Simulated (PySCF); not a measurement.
# Correlation energy of N³⁺ (nitrogen, charge +3)

[He] 2s2, closed-shell 1S. Calculation: PySCF 2.14, in aug-cc-pVDZ-DK (4s3p2d, 23 functions); scalar relativity by spin-free X2C-1e. Frozen: 1s2; 2 electrons correlated.

With two correlated electrons CCSD is exact within the correlated space (frozen core and kept virtual orbitals).

```json
{"level": "CCSD", "correlation energy (mhartree)": "-84.61"}
```

Diagnostics: T1 = 0.0066, D1 = 0.0093, largest double amplitude 0.156.

Is a single reference adequate?

Not fully. A double-excitation amplitude exceeds 0.15, a sign of near-degeneracy.
